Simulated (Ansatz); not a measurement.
An input meant for Cs8⁻ (charge -1, doublet).

```yaml
crystal:
  periodic: [false, false, false]
  atoms:
    - {symbol: Cs, position_ang: [0.941270, -4.284915, -2.740129]}
    - {symbol: Cs, position_ang: [2.782057, 0.544255, -2.025007]}
    - {symbol: Cs, position_ang: [-1.256647, 4.169865, -3.376697]}
    - {symbol: Cs, position_ang: [-2.793523, -0.513211, -2.049611]}
    - {symbol: Cs, position_ang: [4.340454, -0.997194, 3.197740]}
    - {symbol: Cs, position_ang: [0.528000, 2.886162, 1.857997]}
    - {symbol: Cs, position_ang: [-0.345357, -2.723165, 2.216718]}
    - {symbol: Cs, position_ang: [-4.196264, 0.918192, 2.918998]}
basis:
  gaussian: {orbitals: def2-SVP}
total_charge: -1
magnetization: {spin_polarized: true, initial_magnetization: 2}
hamiltonian: {xc: {name: CAM-B3LYP}}
output: {forces: true}
```

```sh
$ ansatz run in.yaml --threads 4 --pin off --events-out ev --progress --plain --max-ram 4787MiB
```

Shortened log:

```
Error: a molecule whose nuclei and cores have a total charge of 72 cannot have a net charge of -1 together with 2 unpaired electrons
```

Question: What is wrong with this run?

Answer: The number of unpaired electrons doesn't fit the electron count. The program refused the input.
